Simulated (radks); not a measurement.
Question: Spherical quantum dot in the effective-mass picture: electrons in a parabolic well V = omega^2 r^2 / 2 with omega = 0.182, all in effective atomic units (hartree* = m*/eps^2 hartree, bohr* = eps/m* bohr), one dielectric constant everywhere. Calculated with a radial shooting solver with Libxc functionals: non-relativistic Kohn-Sham, LDA (Slater exchange, Perdew-Wang correlation), spin-polarised, spherical densities. Levels are named by radial order and angular momentum (1s, 1p, 1d, 2s, ...), and open shells are averaged over m. At N = 20 the configuration is 1s2 1p6 1d10 2s2. Does electron 21 go into 2p up or 1f up?

Answer: Into 1f up. The total energies of the other choices lie higher by 0.0547 hartree* (2p up).
